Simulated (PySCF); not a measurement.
## How methods differ on the excitation energy of Be

Be [He] 2s2 (1S) → Be [He] 2s1 2p1, s spin flipped, as a difference of total energies. All numbers are calculated (PySCF 2.14, the spin-free X2C one-electron Hamiltonian (Gaussian nucleus), in x2c-QZVPPall with one added diffuse shell each of s, p type (8s5p2d1f, 40 functions)). Correlated levels: valence: 1s2 frozen. The calculations carry no spin-orbit coupling.

| method | excitation energy (eV) |
| --- | --- |
| UHF | 3.478 |
| MP2 (valence) | 3.645 |
| SCS-MP2 (valence) | 3.678 |

Question: How much does correlation contribute at MP2 (valence)?

Answer: 3.645 − (3.478) = 0.167 eV, measured against UHF.

The upper determinant mixes two multiplicities, so it lies between the two terms.

The coupled-cluster amplitudes are large for the upper state (T1 above 0.03 or a double amplitude above 0.15), so a single reference is strained.
